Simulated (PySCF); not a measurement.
Potential energy curve for K2, singlet.

Computed with: UHF/def2-TZVP (PySCF); UCCSD(T) = CCSD(T) on UHF/def2-TZVP, 10 core orbitals frozen run with PySCF; RKS-PBE = restricted PBE/def2-TZVP (PySCF 2.14.0); UKS-TPSSh = unrestricted TPSSh/def2-TZVP (PySCF); UKS-wB97X-V = PySCF with unrestricted wB97X-V/def2-TZVP.

Energies are in kcal/mol, each relative to the lowest point of its own curve near equilibrium.

| R / Å | UHF | UCCSD(T) | RKS-PBE | UKS-TPSSh | UKS-wB97X-V |
|---|---|---|---|---|---|
| 3.02 | ___ | 9.5 | 9.9 | 11.4 | 10.5 |
| 3.18 | 12.0 | 6.2 | 6.4 | 7.7 | 6.9 |
| 3.38 | 8.2 | 3.2 | 3.3 | 4.3 | 3.6 |
| 3.65 | 4.5 | 0.9 | 0.9 | 1.5 | 1.0 |
| 3.75 | 3.5 | 0.4 | 0.5 | 0.8 | 0.5 |
| 3.91 | 2.3 | 0.0 | ___ | 0.2 | 0.0 |
| 4.01 | 1.7 | 0.0 | 0.0 | 0.0 | 0.0 |
| 4.14 | 1.1 | 0.1 | 0.1 | 0.0 | ___ |
| 4.23 | 0.8 | 0.3 | 0.3 | 0.1 | 0.4 |
| 4.44 | ___ | 1.1 | 1.0 | 0.6 | 1.3 |
| 4.60 | 0.1 | 1.8 | 1.7 | 1.3 | 2.3 |
| 4.96 | 0.0 | 3.9 | 3.7 | 3.2 | 5.0 |
| 5.45 | 0.2 | 6.6 | 6.6 | 6.0 | 7.7 |
| 6.07 | 0.5 | 9.0 | 10.2 | 8.9 | 9.7 |
| 6.69 | ___ | 10.2 | 13.1 | 11.1 | 10.7 |
| 7.28 | 0.8 | 10.7 | 15.3 | 12.5 | 11.2 |
| 8.04 | 0.8 | 11.1 | 17.3 | 13.6 | 11.4 |
| 8.83 | 0.8 | 11.2 | 18.6 | 14.1 | 11.4 |
| 9.76 | ___ | 11.3 | 19.5 | 14.2 | 11.4 |
| 10.87 | 0.9 | 11.4 | 20.0 | 14.2 | 11.4 |
| 11.90 | 0.9 | 11.4 | 20.2 | 14.2 | 11.4 |

Task: Some entries are withheld; supply them.

Result: 
- 3.02, UHF: 16.0
- 3.91, RKS-PBE: 0.1
- 4.14, UKS-wB97X-V: 0.2
- 4.44, UHF: 0.3
- 6.69, UHF: 0.7
- 9.76, UHF: 0.9

The unrestricted determinant behind UHF, UCCSD(T) is spin-contaminated at 3.02 to 11.90 Å (<S²> up to 1.0, against 0.00 for a pure singlet). The restricted form behind RKS-PBE keeps the bonding electrons paired and can't separate into open-shell fragments. The unrestricted determinant behind UKS-TPSSh, UKS-wB97X-V is spin-contaminated at 5.45 to 11.90 Å (<S²> up to 1.0, against 0.00 for a pure singlet).
